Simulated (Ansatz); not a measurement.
Consider the atomization: `[F][Zn][N]([SiH3])[SiH3]` → F• + 6 H• + N• + 2 Si• + Zn (atom).

Computed with Ansatz on PBE0-D4/def2-TZVP structures; ΔE is electronic, products minus reactants. CBS: MP2 limit from def2 TZ/QZ plus the TZ coupled-cluster correction, frozen cores. This one scheme is used for every species, atoms too. For atomizations the MP2-based limit and the directly extrapolated one differ by several kJ/mol either way, and by 10 to 25 for some Ge, Se and Sn compounds, so smaller differences from it don't rank the levels. DFT in def2-TZVPP. B3LYP here is the variant with VWN-RPA as its local correlation; programs differ in this. HSE06 is defined as in plane-wave codes. Open shells (•) are unrestricted, without spin–orbit coupling. Spin–orbit coupling would lower the free atoms: a little for F, Si. For Zn outer-core shells are correlated without core-valence functions, so the limit isn't a true one: a few kJ/mol of doubt a bond, and 10 to 20 or more in all where bonds break to atoms. Scalar relativity is left out up to krypton. One conformer a species, not always the lowest.

`[F][Zn][N]([SiH3])[SiH3]`:

Cartesian coordinates in Å:
```
F -0.156 -3.054 2.237
Zn -0.084 -1.651 1.209
N -0.010 -0.189 0.139
Si -1.229 1.020 0.319
Si 1.277 -0.080 -1.008
H -0.646 2.337 0.697
H -2.006 1.211 -0.937
H -2.164 0.586 1.396
H 2.127 -1.297 -0.876
H 2.125 1.121 -0.771
H 0.766 -0.006 -2.405
```

| level | ΔE (kJ/mol) | difference from CCSD(T)/CBS |
| --- | --- | --- |
| PBE-D4 | 3267.4 | -38.6 |
| revPBE-D4 | 3199.4 | -106.6 |
| r2SCAN-D4 | 3286.2 | -19.8 |
| B97M-V | 3280.1 | -25.9 |
| PBE0-D4 | 3233.3 | -72.7 |
| r2SCANh-D4 | 3265.6 | -40.4 |
| r2SCAN0-D4 | 3237.3 | -68.7 |
| HSE06-D4 | 3235.0 | -71.0 |
| BHLYP-D4 | 3208.2 | -97.8 |
| ωB97X-V | 3328.8 | 22.8 |
| ωB97M-V | 3293.0 | -13.0 |
| B2PLYP | 3240.2 | -65.8 |
| PBE-QIDH | 3246.2 | -59.8 |
| PBE | 3239.9 | -66.1 |
| revPBE | 3124.6 | -181.4 |
| BLYP | 3187.4 | -118.6 |
| r2SCAN | 3279.5 | -26.5 |
| PBE0 | 3209.8 | -96.2 |
| B3LYP | 3222.7 | -83.3 |
| r2SCANh | 3258.4 | -47.6 |
| r2SCAN0 | 3229.3 | -76.7 |
| HSE06 | 3212.9 | -93.1 |
| BHLYP | 3170.8 | -135.2 |
| CAM-B3LYP | 3281.3 | -24.7 |
| LC-ωPBE | 3284.5 | -21.5 |
| HF/def2-SVP | 2350.4 | -955.6 |
| MP2/def2-SVP | 3077.6 | -228.4 |
| CCSD/def2-SVP | 3010.2 | -295.8 |
| CCSD(T)/def2-SVP | 3036.5 | -269.5 |
| HF/def2-TZVPP | 2383.1 | -922.9 |
| MP2/def2-TZVPP | 3244.9 | -61.1 |
| SCS-MP2/def2-TZVPP | 3256.3 | -49.7 |
| CCSD/def2-TZVPP | 3158.1 | -147.9 |
| CCSD(T)/def2-TZVPP | 3200.0 | -106.0 |
| HF/def2-QZVPP | 2402.8 | -903.2 |
| MP2/def2-QZVPP | 3312.6 | 6.6 |
| SCS-MP2/def2-QZVPP | 3331.7 | 25.7 |
| HF/CBS(def2) | 2405.6 | -900.4 |
| MP2/CBS(def2) | 3350.9 | 44.9 |
| CCSD/CBS(def2) | 3264.0 | -42.0 |
| CCSD(T)/CBS | 3306.0 | 0 |

Largest T1 diagnostic among the species: 0.017.

At CCSD(T), def2-SVP lies −269.5 kJ/mol from the extrapolated value and def2-TZVPP −106.0 kJ/mol: correlation converges slowly with the basis, and small sets miss more of it in the bonded molecule than in its fragments. From BLYP to BHLYP (50 % exact exchange), in def2-TZVPP and without D4, ΔE moves by −16.6 kJ/mol: exact exchange takes away binding that semilocal exchange gives to molecules.
